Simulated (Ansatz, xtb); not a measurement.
# CH3BClGa: which of two structures lies lower

We compare a, a singlet given by its coordinates, with b, a singlet given by its coordinates. Both are isolated molecules in the gas phase, relaxed with r2SCAN-D4/def2-SVP.

a (Å):

```yaml
atoms:
  - { symbol: C, position_ang: [0.9275, 0.9822, -0.2717] }
  - { symbol: B, position_ang: [1.8558, 1.4893, 0.6069] }
  - { symbol: Cl, position_ang: [2.8073, -1.5976, 1.1564] }
  - { symbol: Ga, position_ang: [1.2368, -0.9181, -0.1826] }
  - { symbol: H, position_ang: [2.6857, 1.8301, 1.3813] }
  - { symbol: H, position_ang: [0.1388, 1.3159, -0.9440] }
  - { symbol: H, position_ang: [0.4801, -2.0191, -0.9686] }
```

Close contacts (Å): C1–B2 1.38, C1–Ga4 1.93, B2–Ga4 2.61, Cl3–Ga4 2.17, C1–H6 1.09, B2–H5 1.19, Ga4–H7 1.55.

b (Å):

```xyz
7

C    -1.0106    1.4198    0.4966
B     0.2412    0.6901    0.4605
Cl   -1.1470    0.0648    4.2035
Ga   -0.0422    0.1209    2.3632
H    -1.3530    1.9695   -0.3961
H    -1.7319    1.5287    1.3210
H     1.1461    0.4403   -0.2817
```

Close contacts (Å): C1–B2 1.45, C1–Ga4 2.47, B2–Ga4 2.01, Cl3–Ga4 2.15, C1–H5 1.10, C1–H6 1.10, B2–H7 1.20.

Task: Estimate E(b) − E(a) at the level CCSD(T)/def2-TZVP.

Result: Too close to call at this level: CCSD(T)/def2-TZVP gives E(b) − E(a) = −3.09 kJ/mol.

Level by level:

```
             level            geometry  E(b) − E(a) (kJ/mol)  departure from the last row (kJ/mol)  job, with rough time for the two
r2SCAN-D4/def2-SVP  r2SCAN-D4/def2-SVP                  −18.84                                −15.75                optimisation, 26 s
      HF/def2-TZVP  r2SCAN-D4/def2-SVP                  +38.99                                +42.08           part of the CCSD(T) run
     MP2/def2-TZVP  r2SCAN-D4/def2-SVP                   −0.49                                 +2.60           part of the CCSD(T) run
 CCSD(T)/def2-TZVP  r2SCAN-D4/def2-SVP                   −3.09                                                   single point, 1.7 min
```

The largest departure from CCSD(T)/def2-TZVP is that of HF/def2-TZVP, 42.08 kJ/mol. Levels run at GFN2-xTB geometries aren't shown.

With harmonic frequencies from r2SCAN-D4/def2-SVP (ideal gas, rigid rotor, one conformer each, 298.15 K, 1 atm): the zero-point term adds +9.72 kJ/mol; ΔH is +6.15 and ΔG +6.88 kJ/mol.

The correlated steps freeze 16 core orbitals; the filled d shell of Ga is correlated, in a basis made for valence electrons. Programs: Ansatz 0.2.0; the last row on 2 threads of Arm Neoverse V1 on a shared host.
